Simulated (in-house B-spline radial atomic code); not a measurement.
Successive ionisation energies of ytterbium; each step leads to the configuration of the next row (after the last: [Ar] 3d10 4s2 4p1/2(2) 4p3/2(3)). Dirac energy differences include first-order Breit, QED and recoil terms. NIST's values go from ground level to ground level; the uncertainty of those that are theory runs from under 0.1 % in few-electron ions to several per cent in heavy many-electron ones. Computed with a radial B-spline atomic code at the basis-set limit: Dirac-Hartree-Fock, jj configuration that fills j = l - 1/2 first, finite nuclei.

A number in brackets counts the electrons of a j subshell.

```json
{"ion": "Yb18+", "configuration": "[Kr] 4d10 4f5/2(6)", "ionisation energy (eV)": "448.3", "tabulated value (eV)": "469", "tabulated kind": "tabulated theory", "computed minus tabulated (eV)": "-20.7", "highest orbital": "4f5/2", "largest mean radius (bohr)": "0.53982"}
{"ion": "Yb19+", "configuration": "[Kr] 4d10 4f5/2(5)", "ionisation energy (eV)": "488.2", "tabulated value (eV)": "505", "tabulated kind": "tabulated theory", "computed minus tabulated (eV)": "-16.8", "highest orbital": "4f5/2", "largest mean radius (bohr)": "0.52904"}
{"ion": "Yb20+", "configuration": "[Kr] 4d10 4f5/2(4)", "ionisation energy (eV)": "529.2", "tabulated value (eV)": "540", "tabulated kind": "tabulated theory", "computed minus tabulated (eV)": "-10.8", "highest orbital": "4f5/2", "largest mean radius (bohr)": "0.51897"}
{"ion": "Yb21+", "configuration": "[Kr] 4d10 4f5/2(3)", "ionisation energy (eV)": "571.4", "tabulated value (eV)": "580", "tabulated kind": "tabulated theory", "computed minus tabulated (eV)": "-8.6", "highest orbital": "4f5/2", "largest mean radius (bohr)": "0.5138"}
{"ion": "Yb22+", "configuration": "[Kr] 4d10 4f5/2(2)", "ionisation energy (eV)": "614.8", "tabulated value (eV)": "610", "tabulated kind": "tabulated theory", "computed minus tabulated (eV)": "4.8", "highest orbital": "4f5/2", "largest mean radius (bohr)": "0.50866"}
{"ion": "Yb23+", "configuration": "[Kr] 4d10 4f5/2(1)", "ionisation energy (eV)": "659.3", "tabulated value (eV)": "651", "tabulated kind": "tabulated theory", "computed minus tabulated (eV)": "8.3", "highest orbital": "4f5/2", "largest mean radius (bohr)": "0.50354"}
{"ion": "Yb24+", "configuration": "[Kr] 4d10", "ionisation energy (eV)": "882.1", "tabulated value (eV)": "882", "tabulated kind": "tabulated theory", "computed minus tabulated (eV)": "0.1", "highest orbital": "4d5/2", "largest mean radius (bohr)": "0.49845"}
{"ion": "Yb25+", "configuration": "[Kr] 4d3/2(4) 4d5/2(5)", "ionisation energy (eV)": "?", "tabulated value (eV)": "?", "tabulated kind": "tabulated theory", "computed minus tabulated (eV)": "?", "highest orbital": "?", "largest mean radius (bohr)": "?"}
{"ion": "Yb26+", "configuration": "[Kr] 4d3/2(4) 4d5/2(4)", "ionisation energy (eV)": "?", "tabulated value (eV)": "?", "tabulated kind": "tabulated theory", "computed minus tabulated (eV)": "?", "highest orbital": "?", "largest mean radius (bohr)": "?"}
{"ion": "Yb27+", "configuration": "[Kr] 4d3/2(4) 4d5/2(3)", "ionisation energy (eV)": "1018.2", "tabulated value (eV)": "1019", "tabulated kind": "tabulated theory", "computed minus tabulated (eV)": "-0.8", "highest orbital": "4d5/2", "largest mean radius (bohr)": "0.48455"}
{"ion": "Yb28+", "configuration": "[Kr] 4d3/2(4) 4d5/2(2)", "ionisation energy (eV)": "1064.8", "tabulated value (eV)": "1065", "tabulated kind": "tabulated theory", "computed minus tabulated (eV)": "-0.2", "highest orbital": "4d5/2", "largest mean radius (bohr)": "0.48021"}
{"ion": "Yb29+", "configuration": "[Kr] 4d3/2(4) 4d5/2(1)", "ionisation energy (eV)": "1112.1", "tabulated value (eV)": "1114", "tabulated kind": "tabulated theory", "computed minus tabulated (eV)": "-1.9", "highest orbital": "4d5/2", "largest mean radius (bohr)": "0.47596"}
{"ion": "Yb30+", "configuration": "[Kr] 4d3/2(4)", "ionisation energy (eV)": "?", "tabulated value (eV)": "?", "tabulated kind": "tabulated theory", "computed minus tabulated (eV)": "?", "highest orbital": "?", "largest mean radius (bohr)": "?"}
{"ion": "Yb31+", "configuration": "[Kr] 4d3/2(3)", "ionisation energy (eV)": "1224.2", "tabulated value (eV)": "1224", "tabulated kind": "tabulated theory", "computed minus tabulated (eV)": "0.2", "highest orbital": "4d3/2", "largest mean radius (bohr)": "0.46784"}
{"ion": "Yb32+", "configuration": "[Kr] 4d3/2(2)", "ionisation energy (eV)": "1273.7", "tabulated value (eV)": "1275", "tabulated kind": "tabulated theory", "computed minus tabulated (eV)": "-1.3", "highest orbital": "4d3/2", "largest mean radius (bohr)": "0.46479"}
{"ion": "Yb33+", "configuration": "[Kr] 4d3/2(1)", "ionisation energy (eV)": "1323.8", "tabulated value (eV)": "1324", "tabulated kind": "tabulated theory", "computed minus tabulated (eV)": "-0.2", "highest orbital": "4d3/2", "largest mean radius (bohr)": "0.46178"}
{"ion": "Yb34+", "configuration": "[Ar] 3d10 4s2 4p6", "ionisation energy (eV)": "1515.9", "tabulated value (eV)": "1516", "tabulated kind": "tabulated theory", "computed minus tabulated (eV)": "-0.1", "highest orbital": "4p3/2", "largest mean radius (bohr)": "0.4588"}
```

Task: Fill in the row of Yb25+.

Result: ionisation energy (eV): 926.8; tabulated value (eV): 924; computed minus tabulated (eV): 2.8; highest orbital: 4d5/2; largest mean radius (bohr): 0.49353.

Task: Fill in the row of Yb26+.

Result: ionisation energy (eV): 972.2; tabulated value (eV): 971; computed minus tabulated (eV): 1.2; highest orbital: 4d5/2; largest mean radius (bohr): 0.48899.

Task: Fill in the row of Yb30+.

Result: ionisation energy (eV): 1175.3; tabulated value (eV): 1175; computed minus tabulated (eV): 0.3; highest orbital: 4d3/2; largest mean radius (bohr): 0.47092.
